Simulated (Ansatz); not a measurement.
`F[B@H-]1[Br+][B@H-](F)[Br+]1`, relaxed with RKS PBE0-D4/def2-TZVP in the Gaussian-basis code of Ansatz from a GFN2-xTB geometry. The force threshold is 0.005 eV/Å; the program also tests the step.

Total charge 0; spin multiplicity 1.

Start:

```xyz
8

F    -0.272    0.561   -2.042
B     0.377   -0.334   -1.320
Br    1.422    0.697    0.217
B    -0.376    0.333    1.299
F    -0.095   -0.149    2.491
Br   -1.011   -1.236    0.009
H     1.053   -1.125   -1.856
H    -1.097    1.252    1.203
```

Problem. By how much does the energy fall, and how many steps does the optimiser take? (Estimate.)

Solution. The calculation gave: 0.05 eV, in 15 steps.

Problem. Which bonds change most? (An estimate is asked.)

Solution. The calculation gave: B2–Br6 from 2.124 to 2.149 Å; B2–Br3 from 2.125 to 2.149 Å; B4–Br6 from 2.128 to 2.149 Å; Br3–B4 from 2.129 to 2.149 Å.

Problem. Give the relaxed structure. (Best estimate.)

Solution. Ansatz gave: 
```xyz
8

F    -0.143    0.430   -2.329
B     0.370   -0.319   -1.365
Br    1.280    0.929    0.129
B    -0.372    0.322    1.362
F     0.069   -0.346    2.415
Br   -1.197   -1.039   -0.083
H     1.107   -1.223   -1.594
H    -1.114    1.245    1.465
```
